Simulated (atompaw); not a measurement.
Pseudopotential generation for titanium: PAW (atompaw), PBE, scalar-relativistic.

The input file (atompaw 4.2.0.5):

```
Ti 22
GGA-PBE scalarrelativistic loggrid 1500 logderivrange -2 5 176
4 4 3 0 0 0
4 1 0
3 2 2
0 0 0
c
c
c
v
c
c
v
v
2
3.00 2.80 2.20 2.90
y
0.2
n
y
0.25
n
y
1.85
n
custom polynom2 7 10 vanderbiltortho besselshape
bessel
3.00
2.40
3.00
3.00
1.60
1.60
PWSCFOUT
UPFDX 0.0125d0 UPFXMIN -7.d0 UPFZMESH 22.d0
END
```

Command:

```bash
atompaw < Ti.input > Ti.log
```

The program printed (summary file):

```
Completed calculations for Ti (AE)

 Exchange-correlation type: GGA, Perdew-Burke-Ernzerhof

 Radial integration grid is logarithmic
 r0 =   3.7230371E-04 h =   8.1906817E-03   n =      1500 rmax =   8.0000000E+01

 Scalar relativistic calculation

 AEatom converged in  36 iterations
   nz     =  22.00
   delta  =       5.338054491507E-17

 All Electron Orbital energies:
  n  l      occupancy      energy
  1  0      2.0000000E+00 -3.5785631E+02
  2  0      2.0000000E+00 -3.9464124E+01
  3  0      2.0000000E+00 -4.6034803E+00
  4  0      2.0000000E+00 -3.2831708E-01
  2  1      6.0000000E+00 -3.2652444E+01
  3  1      6.0000000E+00 -2.8562192E+00
  4  1      0.0000000E+00 -1.0776575E-01
  3  2      2.0000000E+00 -3.1302195E-01

 Total energy
   Total                    :    -1707.12891709136329

 ---
 Completed calculations for Ti (SC)

 Exchange-correlation type: GGA, Perdew-Burke-Ernzerhof

 Radial integration grid is logarithmic
 r0 =   3.7230371E-04 h =   8.1906817E-03   n =      1500 rmax =   8.0000000E+01

 Scalar relativistic calculation

 SCatom converged in   4 iterations
   nz     =  22.00
   delta  =       4.415000191193E-17

 Valence Electron Orbital energies:
  n  l      occupancy      energy
   4  0      2.0000000E+00 -3.2831708E-01
   4  1      0.0000000E+00 -1.0776575E-01
   3  2      2.0000000E+00 -3.1302195E-01

 Total energy
   Total                    :    -1707.12891709175938
   Valence                  :      -87.09630341435587

 PAW parameters:
       lmax =            2
         rc =    3.0211434265626753
        irc =         1100
   rc_shape =    2.8064204634534473
    rc_vloc =    2.2129898539907571
    rc_core =    2.8999016355656422
   Vloc: truncated form - Vps(r)=A.sin(qr)/r for r<rc
   Projector type: improved polynomial pseudization + Vanderbilt ortho.
   Bessel compensation charge shape zeroed at   2.8064E+00

 Number of basis functions     6
 No.   n  nodes  l      Energy         Cp coeff         Occ
  1    4    3    0   -0.3283171E+00 -0.3973586E+04  0.2000000E+01
  2  999    4    0    0.2000000E+00 -0.5956876E+03  0.0000000E+00
  3    4    2    1   -0.1077658E+00  0.1673529E+04  0.0000000E+00
  4  999    3    1    0.2500000E+00  0.2145589E+03  0.0000000E+00
  5    3    0    2   -0.3130219E+00 -0.5617155E+01  0.2000000E+01
  6  999    1    2    0.1850000E+01 -0.1119189E+02  0.0000000E+00

 Eigenvalues of overlap operator (in the basis of projectors):
    1        2.39710622E-01
    2        1.00102996E+00
    3        2.80799413E+00
    4        5.52682078E+01
    5        5.89885454E+03
    6        4.67974548E+08

 Orbital leakage outside PAW augmentation regions
   orb  is_core?  %out_of_sphere
   1 0    T          -0.00
   2 0    T           0.00
   3 0    T           0.03
   4 0    F          60.20
   2 1    T           0.00
   3 1    T           0.17
   4 1    F          83.53
   3 2    F           8.78

 Summary of PAW energies
   Total valence energy     :    -87.09630564301081
   Smooth energy            :      6.24071354010312
   One center               :    -93.33701918311392
   Smooth kinetic           :      5.24536195459475
   Vloc energy              :      0.41158689771488
   Smooth exch-corr         :     -1.71440262493279
   One-center xc            :    -82.12502561152426
```

The run took about 3.4 s on one core of a shared server CPU.
